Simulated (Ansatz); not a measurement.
Total energies of SiClMe3 (C3H9ClSi) from Ansatz at PBE-D4/def2-TZVPD, gas phase (1 Eh = 27.2114 eV = 2625.5 kJ/mol). The reference geometry is relaxed at PBE-D4/def2-SVP.

```csv
state,geometry,energy (Eh)
charge 0 singlet,reference,-869.08844
charge -1 doublet,reference,-869.06219
free Si atom (triplet),–,-289.22297
free Cl atom (doublet),–,-459.95933
free C atom (triplet),–,-37.79605
free H atom (doublet),–,-0.49962
```

Task: Work out the vertical electron affinity, to the doublet.

Result: E(charge 0 singlet) − E(charge -1 doublet) = -869.08844 − (-869.06219) = -0.02625 Eh = -0.71 eV; negative, so the extra electron isn't bound.

Task: What is the binding energy per atom against free atoms?

Result: Atoms: 1 × (-289.22297) + 1 × (-459.95933) + 3 × (-37.79605) + 9 × (-0.49962) = -867.06703 Eh. Binding: -867.06703 − (-869.08844) = 2.02141 Eh = 55.01 eV, or 3.93 eV for each of 14 atoms (no zero-point energy, no counterpoise term).

At PBE-D4/def2-TZVPD the highest occupied level of the charge -1 doublet lies above zero (up to 2.04 eV). By energy differences it is unbound by 0.71 eV (vertical, against the charge 0 singlet, at PBE-D4/def2-TZVPD) and held by the finite basis.
